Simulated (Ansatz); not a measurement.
System: trifluoro(trifluoromethyl)silane, CF6Si, charge 0, multiplicity 1. 
Geometry from a B3LYP-D3(BJ)/def2-TZVP (Ansatz, an electronic-structure program) optimisation:
SMILES: FC([Si](F)(F)F)(F)F
```xyz
8

F      1.4643    -1.3601    -0.1426
C      1.0665    -0.0767    -0.0192
F      1.5899     0.6125    -1.0543
F      1.6144     0.4117     1.1130
Si    -0.8418     0.0606     0.0151
F     -1.2483     1.5706     0.1596
F     -1.4254    -0.5204    -1.3221
F     -1.3965    -0.7573     1.2357
```
Charge 0, spin multiplicity 1.

Total electronic energies in hartree. Valence correlation only, unless marked. Spin-orbit coupling is left out. No relativistic terms. CBS marks a two-point X^-3 extrapolation of the correlation energy; Hartree-Fock from the larger set. The bracket is a focal-point correction in the basis named.

| level | program | energy (Eh) |
|---|---|---|
| HF/STO-3G | Ansatz | -911.31495 |
| RI-HF/cc-pV(T+d)Z | Ansatz | -923.91720 |
| RI-HF/aug-cc-pV(Q+d)Z | Ansatz | -923.97960 |
| RI-HF/cc-pV(Q+d)Z | Ansatz | -923.97723 |
| BLYP-D3(BJ)/def2-TZVPD | Ansatz + dftd3 | ___ |
| B3LYP-D4/def2-TZVPD | Ansatz + dftd4 | -927.19792 |
| PBE0/def2-TZVP | Ansatz | -926.43530 |
| r2SCAN0-D4/def2-TZVPD | Ansatz + dftd4 | -926.79974 |
| CAM-B3LYP-D3(BJ)/def2-TZVPD | Ansatz + dftd3 | ___ |
| RI-MP2/cc-pV(Q+d)Z | Ansatz | -925.90110 |
| RI-MP2/CBS(aug-cc-pV(T+d)Z,aug-cc-pV(Q+d)Z) | Ansatz | -926.0265 |
| CCSD/cc-pV(D+d)Z | Ansatz | -925.00019 |
| CCSD(T)/cc-pV(D+d)Z | Ansatz | -925.02556 |
| RI-MP2/CBS(cc-pV(T+d)Z,cc-pV(Q+d)Z)+[CCSD(T)-MP2]/cc-pV(D+d)Z | Ansatz | -926.0581 |
| CCSD(T)/CBS(cc-pV(T+d)Z,cc-pV(Q+d)Z) | Ansatz | -926.0731 |

Task: What belongs in the gaps?

Result: 
- BLYP-D3(BJ)/def2-TZVPD, energy (Eh): -927.13289
- CAM-B3LYP-D3(BJ)/def2-TZVPD, energy (Eh): -927.04306
